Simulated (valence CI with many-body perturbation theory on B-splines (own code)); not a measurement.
**Level structure of Pd³²⁺**

Computed by valence CI with perturbative core correlation (CI+MBPT): four valence electrons over a frozen Dirac-Fock core [Ne], a basis of 11 s, 11 p, 9 d, 7 f, 5 g, 2 h, 1 i functions for each j, with the one-electron correlation potential Σ1 (screened to all orders), the two-electron term Σ2, the three-electron term Σ3, Breit, model QED; selected single and double excitations, second order for the rest (own B-spline code, finite nucleus).

No measured spectrum was set against this ion. As an estimate, large intervals hold to a few tenths of a per cent, small ones and those within an open d or f shell to about a per cent.

Levels 1 to 45 of 71, with energies above the lowest level, (3s^2 3p1/2^2) J=0. "Leading %" is the weight of the configuration and term that name the level; weights of strongly mixed levels are sums over their largest components and can fall short. In the jj column 3d3/2^4 stands for four electrons in 3d with j = 3/2. Lifetimes count E1, E2, E3, M1 and M2 decay at the calculated energies, and are blank where another channel may lead or the interval is too uncertain; long ones can be off by a factor of two.

```
No.  Configuration  Term  J  E (cm⁻¹)  Leading %  Lifetime      g                   Leading jj
  1         3s²3p²    ³P  0         0         76                           3s^2 3p1/2^2 (97 %)
  2         3s²3p²    ³P  1    262350         98   4.01 μs  1.497      3s^2 3p1/2 3p3/2 (98 %)
  3         3s²3p²    ¹D  2    303310         55   1.05 ms  1.216      3s^2 3p1/2 3p3/2 (97 %)
  4         3s²3p²    ³P  2    595710         55   1.89 μs  1.276          3s^2 3p3/2^2 (97 %)
  5         3s²3p²    ¹S  0    688840         75   1.03 μs                 3s^2 3p3/2^2 (96 %)
  6          3s3p³   ⁵S°  2    893210         56    255 ps  1.731      3s 3p1/2^2 3p3/2 (83 %)
  7          3s3p³   ³D°  1   1026100         49   26.7 ps  0.876      3s 3p1/2^2 3p3/2 (75 %)
  8          3s3p³   ³D°  2   1137300         47    187 ps  1.443      3s 3p1/2 3p3/2^2 (79 %)
  9          3s3p³   ³D°  3   1205100         82    208 ps  1.319      3s 3p1/2 3p3/2^2 (82 %)
 10        3s²3p3d   ³F°  2   1209600         54   1.20 ns  0.848      3s^2 3p1/2 3d3/2 (84 %)
 11          3s3p³   ³P°  0   1296800         90   29.0 ps             3s 3p1/2 3p3/2^2 (90 %)
 12          3s3p³   ³P°  1   1319800         50   11.3 ps  1.258      3s 3p1/2 3p3/2^2 (69 %)
 13        3s²3p3d   ³F°  2   1349300         34   21.7 ps  0.995      3s 3p1/2 3p3/2^2 (42 %)
 14        3s²3p3d   ³F°  3   1379900         76   29.0 ps  1.109      3s^2 3p1/2 3d5/2 (75 %)
 15        3s²3p3d   ³D°  1   1395600         24   3.93 ps  1.178      3s^2 3p1/2 3d3/2 (42 %)
 16        3s²3p3d   ³D°  2   1436000         29   6.12 ps  1.304      3s^2 3p1/2 3d5/2 (59 %)
 17          3s3p³   ³S°  1   1444800         25   4.30 ps  1.162      3s 3p1/2 3p3/2^2 (62 %)
 18        3s²3p3d   ³P°  2   1531700         29   53.1 ps  1.308            3s 3p3/2^3 (47 %)
 19        3s²3p3d   ³F°  4   1607300         98   4.52 μs  1.246      3s^2 3p3/2 3d5/2 (98 %)
 20        3s²3p3d   ³P°  1   1644500         37   4.04 ps  1.174      3s^2 3p3/2 3d3/2 (71 %)
 21        3s²3p3d   ³D°  2   1652300         44   3.33 ps  1.062      3s^2 3p3/2 3d3/2 (73 %)
 22        3s²3p3d   ³D°  3   1661600         51   4.65 ps  1.207      3s^2 3p3/2 3d3/2 (64 %)
 23        3s²3p3d   ³P°  0   1664500         89   4.66 ps             3s^2 3p3/2 3d3/2 (89 %)
 24        3s²3p3d   ³P°  1   1750700         29   5.57 ps  1.332            3s 3p3/2^3 (46 %)
 25        3s²3p3d   ³P°  2   1765100         28   4.89 ps  1.277      3s^2 3p3/2 3d5/2 (51 %)
 26        3s²3p3d   ¹F°  3   1788700         68   5.36 ps  1.098      3s^2 3p3/2 3d5/2 (74 %)
 27        3s3p²3d    ⁵F  1   1861200         66    133 ps  0.280      3s 3p1/2^2 3d3/2 (82 %)
 28        3s²3p3d   ¹P°  1   1867400         49   4.14 ps  0.992      3s^2 3p3/2 3d5/2 (52 %)
 29        3s3p²3d    ⁵F  2   1877100         35    137 ps  1.216      3s 3p1/2^2 3d3/2 (70 %)
 30            3p⁴    ³P  2   1957000         30   26.8 ps  1.246       3p1/2^2 3p3/2^2 (42 %)
 31        3s3p²3d    ⁵F  3   1965300         37   44.5 ps  1.373      3s 3p1/2^2 3d5/2 (72 %)
 32        3s3p²3d    ⁵D  0   2062100         41   35.0 ps         3s 3p1/2 3p3/2 3d3/2 (61 %)
 33        3s3p²3d    ³F  2   2078400         47   68.5 ps  0.996  3s 3p1/2 3p3/2 3d3/2 (72 %)
 34        3s3p²3d    ⁵D  1   2080500         60    192 ps  1.279  3s 3p1/2 3p3/2 3d3/2 (92 %)
 35        3s3p²3d    ⁵F  3   2099300         44   75.2 ps  1.232  3s 3p1/2 3p3/2 3d3/2 (78 %)
 36        3s3p²3d    ⁵D  0   2105900         49   17.9 ps         3s 3p1/2 3p3/2 3d3/2 (44 %)
 37        3s3p²3d    ⁵F  2   2120200         17   14.0 ps  1.114  3s 3p1/2 3p3/2 3d3/2 (30 %)
 38        3s3p²3d    ⁵F  4   2124900         77    905 ps  1.344  3s 3p1/2 3p3/2 3d5/2 (74 %)
 39        3s3p²3d    ⁵D  4   2153200         44    508 ps  1.341  3s 3p1/2 3p3/2 3d5/2 (48 %)
 40        3s3p²3d    ³P  1   2200700         37   29.1 ps  1.430  3s 3p1/2 3p3/2 3d5/2 (54 %)
 41            3p⁴    ¹D  2   2203000         18   29.2 ps  1.254  3s 3p1/2 3p3/2 3d5/2 (67 %)
 42        3s3p²3d    ⁵F  5   2207400         72    317 ps  1.339  3s 3p1/2 3p3/2 3d5/2 (85 %)
 43        3s3p²3d    ⁵P  3   2208400         51   8.66 ps  1.408  3s 3p1/2 3p3/2 3d5/2 (57 %)
 44        3s3p²3d    ³F  2   2229000         51   9.29 ps  0.922  3s 3p1/2 3p3/2 3d3/2 (48 %)
 45        3s3p²3d    ⁵P  2   2251800         54   5.21 ps  1.607  3s 3p1/2 3p3/2 3d3/2 (67 %)
```

The ionisation energy to 3s²3p ²P°1/2 of the next ion comes out as 1960.7 eV (NIST: 1962 ± 4 eV (semi-empirical)). All 71 levels together are meant to be complete up to 2562200 cm⁻¹.
